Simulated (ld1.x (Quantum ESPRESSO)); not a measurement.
## Building the TM potential for Ru (PBE, fully relativistic).

Input for ld1.x (Quantum ESPRESSO) 7.5:

```
&input
   title='Ru', zed=44., rel=2, dft='PBE', iswitch=3,
   config='[Kr] 4d7 5s0.5 5p0.5', rel_dist='average',
   nld=5, rlderiv=1.85, eminld=-8.0, emaxld=5.0, deld=0.04
 /
 &inputp
   pseudotype=2, tm=.true., lloc=-1, rcloc=1.70,
   nlcc=.false.,
   file_pseudopw='Ru.UPF', file_wfcaegen='ae.wfc', file_wfcncgen='nc.wfc', file_beta='beta', file_chi='chi'
 /
3
4S  1  0   2.00   0.00  1.60  1.60  0.0
4P  2  1   6.00   0.00  1.70  1.70  0.0
4D  3  2   7.00   0.00  1.25  1.25  0.0
 &test
   configts(1)='4s2 4p6 4d7 5s0.5 5p0.5'
 /
```

Command:

```bash
ld1.x < Ru.in > Ru.out
```

The program printed (shortened: banner, matrices, multipoles, cross overlaps and the repeated all-electron block are left out):

```
Program LD1 v.7.5
     --------------------------- All-electron run ----------------------------

     Ru
     dirac relativistic calculation

     atomic number is 44.00
     dft =PBE   lsd =0 sic =0 latt =0  beta=0.20 tr2=1.0E-14
     Exchange-correlation= PBE
                           (   1   4   3   4   0   0   0)
     mesh =1233 r(mesh) = 101.06970 a.u. xmin = -7.00 dx = 0.01250
     1 Ry =  13.60569312 eV, c = 137.03599908

     n l j   nl                  e(Ry)          e(Ha)          e(eV)
     Spin orbit split results
     1 0 0.5 1S 1( 2.00)     -1611.6041      -805.8021    -21926.9910
     2 0 0.5 2S 1( 2.00)      -231.7131      -115.8566     -3152.6180
     2 1 0.5 2P 1( 2.00)      -214.1045      -107.0523     -2913.0405
     2 1 1.5 2P 1( 4.00)      -204.4817      -102.2408     -2782.1150
     3 0 0.5 3S 1( 2.00)       -40.8571       -20.4285      -555.8890
     3 1 0.5 3P 1( 2.00)       -34.0269       -17.0134      -462.9591
     3 1 1.5 3P 1( 4.00)       -32.3942       -16.1971      -440.7457
     4 0 0.5 4S 1( 2.00)        -5.6726        -2.8363       -77.1801
     4 1 0.5 4P 1( 2.00)        -3.6434        -1.8217       -49.5705
     4 1 1.5 4P 1( 4.00)        -3.3952        -1.6976       -46.1941
     3 2 1.5 3D 1( 4.00)       -20.3084       -10.1542      -276.3100
     3 2 2.5 3D 1( 6.00)       -19.9903        -9.9952      -271.9825
     4 2 1.5 4D 1( 2.80)        -0.4576        -0.2288        -6.2254
     4 2 2.5 4D 1( 4.20)        -0.4337        -0.2168        -5.9008
     5 0 0.5 5S 1( 0.50)        -0.3543        -0.1772        -4.8207
     5 1 0.5 5P 1( 0.17)        -0.1054        -0.0527        -1.4337
     5 1 1.5 5P 1( 0.33)        -0.0971        -0.0486        -1.3216
     Averaged results
     1 0     1S 1( 2.00)     -1611.6041      -805.8021    -21926.9910
     2 0     2S 1( 2.00)      -231.7131      -115.8566     -3152.6180
     2 1     2P 1( 6.00)      -207.6893      -103.8446     -2825.7568
     3 0     3S 1( 2.00)       -40.8571       -20.4285      -555.8890
     3 1     3P 1( 6.00)       -32.9384       -16.4692      -448.1501
     4 0     4S 1( 2.00)        -5.6726        -2.8363       -77.1801
     4 1     4P 1( 6.00)        -3.4779        -1.7390       -47.3195
     3 2     3D 1(10.00)       -20.1176       -10.0588      -273.7135
     4 2     4D 1( 7.00)        -0.4432        -0.2216        -6.0306
     5 0     5S 1( 0.50)        -0.3543        -0.1772        -4.8207
     5 1     5P 1( 0.50)        -0.0999        -0.0499        -1.3590

     final scf error:  5.0E-15 reached in  29 iterations

     Etot =   -9062.961457 Ry,   -4531.480729 Ha, -123307.872370 eV

     Ekin =    9431.205047 Ry,    4715.602524 Ha,  128318.081651 eV
     Encl =  -21922.216272 Ry,  -10961.108136 Ha, -298266.947171 eV
     Eh   =    3695.298437 Ry,    1847.649219 Ha,   50277.096537 eV
     Exc  =    -267.248670 Ry,    -133.624335 Ha,   -3636.103387 eV

     normalization and overlap integrals

     s(1S/1S) =  1.000000  <r> =   0.0334  <r2> =    0.0015  r(max) =   0.0216
     s(2S/2S) =  1.000000  <r> =   0.1453  <r2> =    0.0250  r(max) =   0.1229
     s(2P/2P) =  1.000000  <r> =   0.1236  <r2> =    0.0188  r(max) =   0.0957
     s(2P/2P) =  1.000000  <r> =   0.1284  <r2> =    0.0201  r(max) =   0.0993
     s(3S/3S) =  1.000000  <r> =   0.4024  <r2> =    0.1855  r(max) =   0.3600
     s(3P/3P) =  1.000000  <r> =   0.3956  <r2> =    0.1822  r(max) =   0.3467
     s(3P/3P) =  1.000000  <r> =   0.4063  <r2> =    0.1920  r(max) =   0.3600
     s(4S/4S) =  1.000000  <r> =   1.0192  <r2> =    1.1780  r(max) =   0.9193
     s(4P/4P) =  1.000000  <r> =   1.1077  <r2> =    1.4080  r(max) =   0.9664
     s(4P/4P) =  1.000000  <r> =   1.1389  <r2> =    1.4890  r(max) =   0.9909
     s(3D/3D) =  1.000000  <r> =   0.3821  <r2> =    0.1750  r(max) =   0.2984
     s(3D/3D) =  1.000000  <r> =   0.3856  <r2> =    0.1780  r(max) =   0.3022
     s(4D/4D) =  1.000000  <r> =   1.6704  <r2> =    3.4822  r(max) =   1.2102
     s(4D/4D) =  1.000000  <r> =   1.6973  <r2> =    3.6045  r(max) =   1.2255
     s(5S/5S) =  1.000000  <r> =   3.3345  <r2> =   12.8750  r(max) =   2.6934
     s(5P/5P) =  1.000000  <r> =   5.0196  <r2> =   30.2216  r(max) =   3.7278
     s(5P/5P) =  1.000000  <r> =   5.2284  <r2> =   32.7776  r(max) =   3.9189

     ------------------------ End of All-electron run ------------------------

     --------------------- Generating NC pseudopotential ---------------------

      Generating local potential from pseudized AE potential:
      Matching radius rcloc =   1.7000

      Local pseudo, rcloc= 1.717 Estimated cut-off energy=     8.54 Ry

     Fully relativistic calculation: |psi|^2

     Wfc 4S LC norm =  0.99965368 SC norm =  0.00034575 missing  0.00000057

     Wfc 4P LC norm =  0.99970530 SC norm =  0.00029428 missing  0.00000042

     Wfc 4P LC norm =  0.99971891 SC norm =  0.00027922 missing  0.00000187

     Wfc 4D LC norm =  0.99985384 SC norm =  0.00014607 missing  0.00000009

     Wfc 4D LC norm =  0.99985758 SC norm =  0.00013314 missing  0.00000928

      Wfc   4S  rcut= 1.593  Using Troullier-Martins method

      Wfc   4P  rcut= 1.717  Using Troullier-Martins method

      Wfc   4P  rcut= 1.717  Using Troullier-Martins method

      Wfc   4D  rcut= 1.241  Using Troullier-Martins method

      Wfc   4D  rcut= 1.241  Using Troullier-Martins method

     ------------------- End of pseudopotential generation -------------------

     Computing logarithmic derivative in   1.83966
     Computing logarithmic derivative in   1.83966
     Computing the partial wave expansion
     R is outside the sphere for l=    0 j= 0.50
     R is outside the sphere for l=    1 j= 0.50
     R is outside the sphere for l=    1 j= 1.50
     R is outside the sphere for l=    2 j= 1.50
     R is outside the sphere for l=    2 j= 2.50

     ---------------------- Testing the pseudopotential ----------------------

     Ru
     dirac relativistic calculation

     atomic number is 44.00   valence charge is 16.00
     dft =PBE   lsd =0 sic =0 latt =0  beta=0.20 tr2=1.0E-14
     mesh =1233 r(mesh) = 101.06970 xmin = -7.00 dx = 0.01250

     n l  j  nl             e AE (Ry)       e PS (Ry)    De AE-PS (Ry)
     1 0 0.5 4S   1( 2.00)       -5.67263       -5.67263       -0.00000
     2 1 0.5 4P   1( 2.00)       -3.64336       -3.64336       -0.00000
     2 1 1.5 4P   1( 4.00)       -3.39520       -3.39521        0.00000
     3 2 1.5 4D   1( 2.80)       -0.45756       -0.45746       -0.00010
     3 2 2.5 4D   1( 4.20)       -0.43370       -0.43372        0.00002
     2 0 0.5 5S   1( 0.50)       -0.35431       -0.33471       -0.01960  !
     3 1 0.5 5P   1( 0.17)       -0.10537       -0.11072        0.00534  !
     3 1 1.5 5P   1( 0.33)       -0.09714       -0.10643        0.00929  !

     eps = 4.1E-15  iter = 22

     Etot =   -9062.961457 Ry,   -4531.480729 Ha, -123307.872370 eV
     Etotps =  -189.801661 Ry,     -94.900831 Ha,   -2582.383157 eV

     Ekin =      65.161428 Ry,      32.580714 Ha,     886.566396 eV
     Encl =    -390.545352 Ry,    -195.272676 Ha,   -5313.640205 eV
     Ehrt =     160.206712 Ry,      80.103356 Ha,    2179.723358 eV
     Ecxc =     -19.700805 Ry,      -9.850402 Ha,    -268.043103 eV
     Epseu=      -4.923645 Ry,      -2.461822 Ha,     -66.989602 eV

     ---------------------- End of pseudopotential test ----------------------
```

Generation and configuration tests took about 1.6 s on one core of a shared server CPU.

Transferability test of the new file with ld1.x, input:

```
&input
   title='Ru', zed=44., rel=2, dft='PBE', iswitch=2,
   config='[Kr] 4d7 5s0.5 5p0.5', rel_dist='average'
 /
 &test
   file_pseudo='Ru.UPF', nconf=8,
   configts(1)='4s2 4p6 4d7 5s0.5 5p0.5',
   configts(2)='4s2 4p6 4d7 5s1 5p0',
   configts(3)='4s2 4p6 4d7 5s0 5p0',
   configts(4)='4s2 4p6 4d6 5s0 5p0',
   configts(5)='4s2 4p6 4d7 5s0.5 5p0',
   configts(6)='4s1 4p6 4d7 5s1 5p0',
   configts(7)='4s2 4p6 4d6 5s2 5p0',
   configts(8)='4s2 4p6 4d6 5s1 5p0'
 /
```

```bash
ld1.x < Ru.test.in > Ru.test.out
```

Pseudopotential blocks of its output, shortened (energy terms left out):

```
     ---------------------- Testing the pseudopotential ----------------------

     n l  j  nl             e AE (Ry)       e PS (Ry)    De AE-PS (Ry)
     1 0 0.5 4S   1( 2.00)       -5.67263       -5.67263       -0.00000
     2 1 0.5 4P   1( 2.00)       -3.64336       -3.64336       -0.00000
     2 1 1.5 4P   1( 4.00)       -3.39520       -3.39521        0.00000
     3 2 1.5 4D   1( 2.80)       -0.45756       -0.45746       -0.00010
     3 2 2.5 4D   1( 4.20)       -0.43370       -0.43372        0.00002
     2 0 0.5 5S   1( 0.50)       -0.35431       -0.33471       -0.01960  !
     3 1 0.5 5P   1( 0.17)       -0.10537       -0.11072        0.00534  !
     3 1 1.5 5P   1( 0.33)       -0.09714       -0.10643        0.00929  !

     eps = 2.4E-15  iter = 18

     Etot =   -9062.961457 Ry,   -4531.480729 Ha, -123307.872370 eV
     Etotps =  -189.801662 Ry,     -94.900831 Ha,   -2582.383165 eV

     ---------------------- End of pseudopotential test ----------------------

          ---------------------- Testing the pseudopotential ----------------------

     n l  j  nl             e AE (Ry)       e PS (Ry)    De AE-PS (Ry)
     1 0 0.5 4S   1( 2.00)       -5.61015       -5.62236        0.01222  !
     2 1 0.5 4P   1( 2.00)       -3.58036       -3.59241        0.01205  !
     2 1 1.5 4P   1( 4.00)       -3.33203       -3.34408        0.01205  !
     3 2 1.5 4D   1( 2.80)       -0.39674       -0.40767        0.01094  !
     3 2 2.5 4D   1( 4.20)       -0.37309       -0.38409        0.01100  !
     2 0 0.5 5S   1( 1.00)       -0.31161       -0.30002       -0.01160  !
     3 1 0.5 5P   1( 0.00)       -0.07229       -0.08255        0.01026  !
     3 1 1.5 5P   1( 0.00)       -0.06480       -0.07852        0.01372  !

     eps = 4.1E-15  iter = 14

     Etot =   -9063.085871 Ry,   -4531.542936 Ha, -123309.565114 eV
     Etotps =  -189.913252 Ry,     -94.956626 Ha,   -2583.901423 eV
     dEtot_ae =      -0.124414 Ry
     dEtot_ps =      -0.111590 Ry,   Delta E=      -0.012824 Ry

     ---------------------- End of pseudopotential test ----------------------

          ---------------------- Testing the pseudopotential ----------------------

     n l  j  nl             e AE (Ry)       e PS (Ry)    De AE-PS (Ry)
     1 0 0.5 4S   1( 2.00)       -6.15407       -6.15617        0.00211
     2 1 0.5 4P   1( 2.00)       -4.12637       -4.12824        0.00187
     2 1 1.5 4P   1( 4.00)       -3.87872       -3.88051        0.00179
     3 2 1.5 4D   1( 2.80)       -0.93661       -0.93819        0.00158
     3 2 2.5 4D   1( 4.20)       -0.91220       -0.91391        0.00170
     2 0 0.5 5S   1( 0.00)       -0.77136       -0.74859       -0.02277  !
     3 1 0.5 5P   1( 0.00)       -0.46045       -0.47235        0.01190  !
     3 1 1.5 5P   1( 0.00)       -0.44503       -0.46535        0.02032  !

     eps = 6.7E-15  iter = 14

     Etot =   -9062.549810 Ry,   -4531.274905 Ha, -123302.271622 eV
     Etotps =  -189.394226 Ry,     -94.697113 Ha,   -2576.839712 eV
     dEtot_ae =       0.411647 Ry
     dEtot_ps =       0.407436 Ry,   Delta E=       0.004211 Ry

     ---------------------- End of pseudopotential test ----------------------

          ---------------------- Testing the pseudopotential ----------------------

     n l  j  nl             e AE (Ry)       e PS (Ry)    De AE-PS (Ry)
     1 0 0.5 4S   1( 2.00)       -7.08966       -7.09053        0.00087
     2 1 0.5 4P   1( 2.00)       -5.05168       -5.05280        0.00113
     2 1 1.5 4P   1( 4.00)       -4.80048       -4.80168        0.00121
     3 2 1.5 4D   1( 2.40)       -1.79024       -1.79166        0.00143
     3 2 2.5 4D   1( 3.60)       -1.76284       -1.76441        0.00157
     2 0 0.5 5S   1( 0.00)       -1.40107       -1.36671       -0.03436  !
     3 1 0.5 5P   1( 0.00)       -1.00669       -1.02933        0.02264  !
     3 1 1.5 5P   1( 0.00)       -0.98110       -1.02216        0.04107  !

     eps = 6.7E-15  iter = 18

     Etot =   -9061.213168 Ry,   -4530.606584 Ha, -123284.085683 eV
     Etotps =  -188.055952 Ry,     -94.027976 Ha,   -2558.631570 eV
     dEtot_ae =       1.748289 Ry
     dEtot_ps =       1.745710 Ry,   Delta E=       0.002579 Ry

     ---------------------- End of pseudopotential test ----------------------

          ---------------------- Testing the pseudopotential ----------------------

     n l  j  nl             e AE (Ry)       e PS (Ry)    De AE-PS (Ry)
     1 0 0.5 4S   1( 2.00)       -5.86968       -5.87715        0.00747  !
     2 1 0.5 4P   1( 2.00)       -3.84100       -3.84825        0.00725  !
     2 1 1.5 4P   1( 4.00)       -3.59303       -3.60024        0.00720  !
     3 2 1.5 4D   1( 2.80)       -0.65542       -0.66187        0.00646  !
     3 2 2.5 4D   1( 4.20)       -0.63143       -0.63797        0.00655  !
     2 0 0.5 5S   1( 0.50)       -0.53335       -0.51638       -0.01697  !
     3 1 0.5 5P   1( 0.00)       -0.25613       -0.26751        0.01138  !
     3 1 1.5 5P   1( 0.00)       -0.24459       -0.26184        0.01725  !

     eps = 7.1E-15  iter = 14

     Etot =   -9062.875389 Ry,   -4531.437694 Ha, -123306.701353 eV
     Etotps =  -189.709898 Ry,     -94.854949 Ha,   -2581.134651 eV
     dEtot_ae =       0.086068 Ry
     dEtot_ps =       0.091764 Ry,   Delta E=      -0.005696 Ry

     ---------------------- End of pseudopotential test ----------------------

          ---------------------- Testing the pseudopotential ----------------------

     n l  j  nl             e AE (Ry)       e PS (Ry)    De AE-PS (Ry)
     1 0 0.5 4S   1( 1.00)       -6.57839       -6.60518        0.02680  !
     2 1 0.5 4P   1( 2.00)       -4.52619       -4.54942        0.02322  !
     2 1 1.5 4P   1( 4.00)       -4.26985       -4.29221        0.02236  !
     3 2 1.5 4D   1( 2.80)       -1.22931       -1.24221        0.01291  !
     3 2 2.5 4D   1( 4.20)       -1.20113       -1.21399        0.01286  !
     2 0 0.5 5S   1( 1.00)       -0.87656       -0.85408       -0.02248  !
     3 1 0.5 5P   1( 0.00)       -0.53174       -0.55586        0.02412  !
     3 1 1.5 5P   1( 0.00)       -0.51312       -0.55116        0.03805  !

     eps = 5.4E-16  iter = 14

     Etot =   -9057.009431 Ry,   -4528.504715 Ha, -123226.890924 eV
     Etotps =  -183.817074 Ry,     -91.908537 Ha,   -2500.958705 eV
     dEtot_ae =       5.952027 Ry
     dEtot_ps =       5.984587 Ry,   Delta E=      -0.032561 Ry

     ---------------------- End of pseudopotential test ----------------------

          ---------------------- Testing the pseudopotential ----------------------

     n l  j  nl             e AE (Ry)       e PS (Ry)    De AE-PS (Ry)
     1 0 0.5 4S   1( 2.00)       -5.85509       -5.87974        0.02465  !
     2 1 0.5 4P   1( 2.00)       -3.81614       -3.84097        0.02483  !
     2 1 1.5 4P   1( 4.00)       -3.56466       -3.58965        0.02499  !
     3 2 1.5 4D   1( 2.40)       -0.57928       -0.60199        0.02270  !
     3 2 2.5 4D   1( 3.60)       -0.55346       -0.57618        0.02272  !
     2 0 0.5 5S   1( 2.00)       -0.38125       -0.37121       -0.01004  !
     3 1 0.5 5P   1( 0.00)       -0.10719       -0.12448        0.01729  !
     3 1 1.5 5P   1( 0.00)       -0.09678       -0.11982        0.02304  !

     eps = 3.8E-15  iter = 23

     Etot =   -9062.960873 Ry,   -4531.480437 Ha, -123307.864425 eV
     Etotps =  -189.760815 Ry,     -94.880408 Ha,   -2581.827419 eV
     dEtot_ae =       0.000584 Ry
     dEtot_ps =       0.040847 Ry,   Delta E=      -0.040263 Ry

     ---------------------- End of pseudopotential test ----------------------

          ---------------------- Testing the pseudopotential ----------------------

     n l  j  nl             e AE (Ry)       e PS (Ry)    De AE-PS (Ry)
     1 0 0.5 4S   1( 2.00)       -6.43122       -6.44540        0.01419  !
     2 1 0.5 4P   1( 2.00)       -4.39320       -4.40751        0.01431  !
     2 1 1.5 4P   1( 4.00)       -4.14202       -4.15643        0.01441  !
     3 2 1.5 4D   1( 2.40)       -1.14785       -1.16097        0.01312  !
     3 2 2.5 4D   1( 3.60)       -1.12135       -1.13455        0.01320  !
     2 0 0.5 5S   1( 1.00)       -0.86526       -0.84421       -0.02106  !
     3 1 0.5 5P   1( 0.00)       -0.52706       -0.54779        0.02073  !
     3 1 1.5 5P   1( 0.00)       -0.50894       -0.54126        0.03233  !

     eps = 4.2E-15  iter = 11

     Etot =   -9062.342606 Ry,   -4531.171303 Ha, -123299.452467 eV
     Etotps =  -189.157932 Ry,     -94.578966 Ha,   -2573.624773 eV
     dEtot_ae =       0.618851 Ry
     dEtot_ps =       0.643730 Ry,   Delta E=      -0.024878 Ry

     ---------------------- End of pseudopotential test ----------------------
```
